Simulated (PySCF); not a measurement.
C3H2F3, SMILES F[C](C(=C)F)F (connectivity only; charge and spin as stated), charge +1, multiplicity 1. The structure is a stationary point at PBE-D3(BJ)/def2-SVP. The spin state was assumed, not searched. The isomer is the one that the SMILES or the coordinates give; other isomers of the formula were not compared. Other conformers were not sampled.

Level of theory: PBE-D3(BJ)/def2-SVP in PySCF.

Harmonic wavenumbers (cm⁻¹): 114, 228, 369, 375, 508, 578, 647, 737, 809, 939, 981, 1248, 1360, 1513, 1546, 1601, 3091, 3209. Rotational constants (GHz): 5.452, 3.412, 2.099; symmetry number 1.

Question: Work out the zero-point energy and the ideal-gas rigid-rotor harmonic-oscillator thermochemistry at 298.15 K and 1 atm.

Answer: ZPE = ½ Σ hcν = ½ × 19853 cm⁻¹ = 28.38 kcal/mol. H − E(el) = 32.46 kcal/mol. Entropy in cal/(mol K): translation 39.57, rotation 26.51, vibration 9.51, total 75.59. G − E(el) = 9.92 kcal/mol. Cp = 20.72 cal/(mol K). Modes under 150 cm⁻¹ make the vibrational entropy uncertain.
